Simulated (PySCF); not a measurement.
# Nuclear quadrupole coupling in `C=CCCS(=O)(=O)[O-]`

C₄H₇O₃S (charge -1).
Numbering: `[CH2:1]=[CH:2][CH2:3][CH2:4][S:5](=[O:6])(=[O:7])[O-:8]` (hydrogens: H9, H10 on C1; H11 on C2; H12, H13 on C3; H14, H15 on C4)

Structure used (PBE0-D3(BJ)/def2-SVP), in Å, numbered top down from 1:
```xyz
15
C4H7O3S angstrom
C      2.996   -0.037    0.192
C      1.934    0.099   -0.608
C      0.540    0.399   -0.172
C     -0.456   -0.686   -0.547
S     -2.144   -0.217   -0.050
O     -2.395    1.031   -0.809
O     -2.040   -0.028    1.416
O     -2.974   -1.367   -0.466
H      2.901    0.084    1.277
H      3.989   -0.274   -0.200
H      2.076   -0.044   -1.689
H      0.180    1.332   -0.642
H      0.488    0.552    0.918
H     -0.492   -0.860   -1.635
H     -0.233   -1.640   -0.045
```

Field gradients from the PBE0/pcSseg-1 density (PySCF, non-relativistic), principal values in atomic units, ordered |Vxx| ≤ |Vyy| ≤ |Vzz|:

```
atom      Vxx      Vyy     Vzz
  S5  -0.1030  -0.1329  0.2359
  O6  -0.6070  -0.8722  1.4792
  O7  -0.6201  -0.8661  1.4861
  O8  -0.6143  -0.8704  1.4847
```

Problem. Find the asymmetry η = (Vxx − Vyy)/Vzz and the couplings χ = eQV/h (234.96 MHz × Q in barn × V in au), with Q(33S) = −0.0678 b, Q(17O) = −0.0256 b.

Solution. 
```
atom         environment  nucleus     η  χzz (MHz)  χxx (MHz)  χyy (MHz)
  S5     sulfonyl sulfur      33S  0.13     -3.758      1.640      2.118
  O6  oxygen bonded to S      17O  0.18      -8.90       3.65       5.25
  O7  oxygen bonded to S      17O  0.17      -8.94       3.73       5.21
  O8  oxygen bonded to S      17O  0.17      -8.93       3.70       5.24
```

Problem. What is Vzz at O6 in SI units (1 au = 9.71736 × 10²¹ V/m²)?

Solution. 1.4792 au = 14.374 × 10²¹ V/m².

Problem. And the gradient at the other heavy atoms, for which no coupling is worked out here?

Solution. 
```
atom                 environment  Vzz (au)     η
  C1        terminal =CH2 carbon     0.208  0.76
  C2            alkene CH carbon     0.380  0.43
  C3              allylic carbon    -0.092  0.82
  C4  sp3 carbon bound to sulfur    -0.067  0.62
```

Problem. What couplings would deuterons (Q(2H) = 0.00286 b) have in place of the hydrogens, at this geometry?

Solution. 
```tsv
atom	bonded to	bond length (Å)	Vzz (au)	η	χzz (kHz)
H9	C1	1.096	0.3063	0.07	206
H10	C1	1.094	0.3110	0.07	209
H11	C2	1.100	0.2955	0.05	199
H12	C3	1.105	0.2783	0.01	187
H13	C3	1.101	0.2843	0.02	191
H14	C4	1.102	0.2902	0.03	195
H15	C4	1.101	0.2912	0.02	196
```

Geometry: PBE0-D3(BJ)/def2-SVP, one conformer, isolated ion. The pcSseg-1 basis has no diffuse functions, a weakness for an anion. The small basis limits the accuracy of the gradients.
